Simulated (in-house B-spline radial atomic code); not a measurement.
The numbers below are computed, except where a source is named.
## What the choice of pseudopotential does to G0W0 on PBE0: Hg²⁺

All numbers come from an all-electron radial atomic-structure program (B-spline basis), non-relativistic (model numbers for so heavy an element), configuration [Xe] 4f14 5d10, open shells at high spin. Semilocal Troullier-Martins pseudo-atoms, one channel per l, are made with PBE or LDA for several valence sets and radii, with or without a model core, and set against the all-electron atom. One channel fits only the lowest state of its l, so a second state of that l is approximate. All electrons give 5d: PBE0 -31.60 eV, G0W0 -36.72 eV. Potentials are made in the ion's own configuration unless the neutral atom is named, and a smooth local potential serves every l without a channel. Potentials that miss their own reference levels by more than 6 millihartree, or need radii over 3.5 bohr, are left out. Columns give pseudo minus all-electron, in eV; a dash marks a level in the core or of low weight.

```
    valence          made with                 radii (bohr)  model core (bohr)  5d PBE0  5d G0W0
         5d  PBE, neutral atom         s 2.03 p 2.77 d 0.92               none    +0.89    +2.68
         5d                LDA         s 2.09 p 2.45 d 1.04               none    +0.56    +2.34
         5d  PBE, neutral atom         s 2.54 p 3.40 d 1.15               none    +0.91    +2.83
         5d  PBE, neutral atom         s 2.92 p 3.40 d 1.32               none    +0.86    +2.87
         5d  PBE, neutral atom         s 2.03 p 2.77 d 0.92               1.02    +1.27    +3.10
         5d  PBE, neutral atom         s 2.92 p 3.40 d 1.32               1.02    +1.25    +3.30
      5p 5d                LDA         s 2.32 p 0.97 d 1.15               0.77    +0.22    +0.84
      5p 5d  LDA, neutral atom         s 2.88 p 1.11 d 1.32               0.77    +0.24    +0.97
   5s 5p 5d  PBE, neutral atom         s 0.91 p 0.97 d 1.15               none    -0.15    -0.25
   5s 5p 5d                LDA         s 1.18 p 1.26 d 1.50               none    -0.05    -0.05
   5s 5p 5d                PBE         s 0.91 p 0.97 d 1.15               0.74     0.00    -0.09
5s 5p 4f 5d                PBE  s 0.91 p 0.97 d 1.15 f 1.23               none    -0.12    -0.69
5s 5p 4f 5d                PBE  s 1.04 p 1.11 d 1.32 f 1.41               none    -0.14    -0.79
5s 5p 4f 5d                LDA  s 1.04 p 1.11 d 1.32 f 1.41               0.57    -0.11    -0.75
```

Question: How does the G0W0 shift of 5d, which all sets hold, depend on the valence set?

Answer: Mean size: 5s 5p 5d: 0.13 eV; 5s 5p 4f 5d: 0.74 eV; 5p 5d: 0.91 eV; 5d: 2.85 eV. A larger valence set can do worse when it takes only part of a shell, whose exchange with the frozen rest is then left to the functional. The means mix radii and the functional used in making the potentials.
